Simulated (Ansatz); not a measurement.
`[CH3][Ge]([F])[Br]`, charge 0, multiplicity 2.

**Question.** Give a relaxed structure at PBE0-D4/def2-TZVP (Ansatz 0.2.0). (Estimate.)

**Answer.** Ansatz gave: 
Z-matrix (Å, degrees):
```
C
Ge 1 1.963
H 1 1.089 2 109.5
H 1 1.089 2 109.2 3 121.2
H 1 1.091 2 106.8 3 -119.6
F 2 1.746 1 105.2 3 173.6
Br 2 2.319 1 109.8 3 60.6
```
